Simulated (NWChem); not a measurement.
**Basis-set convergence for H₄GeS**

```xyz
6

Ge    -0.6675     0.2120     0.1068
S      1.4239    -0.5234    -0.2677
H     -0.9081     1.5825    -0.5803
H     -1.5762    -0.8703    -0.5222
H     -0.9520     0.3355     1.6275
H      2.0141     0.5434     0.3395
```
Charge 0, spin multiplicity 1.

All runs are NWChem calculations. Structure: optimised with PBE/def2-SVP, a minimum by its harmonic frequencies.

Quantity: dipole moment at the level PBE.

The Hamiltonian is non-relativistic. The Pople sets run with spherical d functions. The structure started from a generated list of species.

```
basis        functions  dipole moment (D)
-----------  ---------  -----------------
3-21G               43               2.06
cc-pVDZ             65               1.31
pcseg-1             65               1.44
def2-SVP            70               1.27
6-311G**            94               1.50
aug-cc-pVDZ         99               1.27
def2-TZVP          109               1.23
cc-pVTZ            133               1.23
def2-TZVPP         146               1.21
aug-cc-pVTZ        201               1.23
```

Smallest basis within 0.1 D of aug-cc-pVTZ, the largest set run: cc-pVDZ, with 65 functions against 201 and about 5 % of the time (also within reach: def2-SVP, aug-cc-pVDZ, def2-TZVP, cc-pVTZ, def2-TZVPP). aug-cc-pVTZ isn't the basis-set limit itself, and a small set can land close by cancellation.
